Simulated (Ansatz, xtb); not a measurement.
# C2H7OPSi: which of two isomers lies lower

Structure X is `O=[P@@H]1C[C@@H]1[SiH3]`, a singlet and structure Y is `CC(=O)[SiH2]P`, a singlet. Both are isolated molecules in the gas phase, relaxed with B3LYP-D3(BJ)/def2-SVP; the shapes shown needn't be the lowest conformers.

X (Å):

```xyz
12

C     0.3458   -0.4432   -2.6225
C    -0.5290   -1.1905   -1.5457
O     1.7202   -0.0260   -0.0279
P     1.1961   -0.9140   -1.1121
Si   -1.8870   -0.2372   -0.6556
H     1.8995   -2.1138   -1.3855
H     0.1337    0.6237   -2.7575
H     0.5567   -0.9677   -3.5608
H    -0.8046   -2.2223   -1.8002
H    -3.1185   -0.2223   -1.4993
H    -1.4369    1.1628   -0.4296
H    -2.1959   -0.8945    0.6447
```

Y (Å):

```yaml
atoms:
  - { symbol: C, position_ang: [1.3343, 2.4575, -0.2578] }
  - { symbol: C, position_ang: [1.0597, 2.5180, 1.2289] }
  - { symbol: O, position_ang: [1.1026, 3.5552, 1.8568] }
  - { symbol: P, position_ang: [-0.1926, -0.6922, 0.7937] }
  - { symbol: Si, position_ang: [0.6652, 0.8793, 2.2085] }
  - { symbol: H, position_ang: [2.1413, 1.7343, -0.4662] }
  - { symbol: H, position_ang: [0.4412, 2.0862, -0.7897] }
  - { symbol: H, position_ang: [1.6082, 3.4542, -0.6328] }
  - { symbol: H, position_ang: [1.9657, 0.3508, 2.7169] }
  - { symbol: H, position_ang: [-0.2106, 1.2297, 3.3596] }
  - { symbol: H, position_ang: [-1.4926, -0.0974, 0.7641] }
  - { symbol: H, position_ang: [-0.5311, -1.6079, 1.8377] }
```

Estimate E(Y) − E(X) at the level CCSD(T)/def2-SVP + ΔMP2/def2-TZVPP.

Calculated at CCSD(T)/def2-SVP + ΔMP2/def2-TZVPP: E(Y) − E(X) = −0.094 eV, so structure Y lies lower.

How the difference moves with the method:

```csv
level,geometry,E(Y) − E(X) (eV),departure from the last row (eV),"job, with rough time for the two"
GFN2-xTB,GFN2-xTB,+0.663,+0.756,"optimisation, 0.69 s"
HF/STO-3G,GFN2-xTB,−4.361,−4.267,"single point, 0.82 s"
r2SCAN-D4/def2-SVP,GFN2-xTB,−0.653,−0.559,"single point, 5.2 s"
B3LYP-D3(BJ)/def2-SVP,B3LYP-D3(BJ)/def2-SVP,−0.871,−0.777,"optimisation, 4.1 min"
HF/def2-SVP,B3LYP-D3(BJ)/def2-SVP,−0.984,−0.890,part of the CCSD(T) run
MP2/def2-SVP,B3LYP-D3(BJ)/def2-SVP,−0.587,−0.493,part of the CCSD(T) run
CCSD(T)/def2-SVP,B3LYP-D3(BJ)/def2-SVP,−0.865,−0.771,single point
CCSD(T)/def2-SVP + ΔMP2/def2-TZVPP,B3LYP-D3(BJ)/def2-SVP,−0.094,,"single point, 60 s"
```

As drawn, Y has 1 C=O, 1 P–Si, 1 P–H in place of 1 O=P, 2 C–P, 1 Si–H. Structure X has a 3-membered ring, Y no ring.

GFN2-xTB puts the two in the other order. The largest departure from CCSD(T)/def2-SVP + ΔMP2/def2-TZVPP is that of HF/STO-3G, 4.267 eV. The last row adds to CCSD(T) the change of the MP2 difference between the two basis sets, here +0.771 eV, a large step that makes the value less sure.

With thermal terms from frequencies at re-optimised GFN2-xTB minima (ideal gas, soft modes damped towards free rotors, one conformer each, 298.15 K, 1 atm): on the last row, ΔE + ΔZPE = −0.123, ΔH = −0.087, ΔG = −0.176 eV.

The correlated steps freeze 13 core orbitals. Mirror images aren't counted in ΔG. Programs: Ansatz 0.2.0, xtb 6.7.1; the last row on 2 threads of Intel(R) Xeon(R) Processor @ 2.70GHz on a shared host.
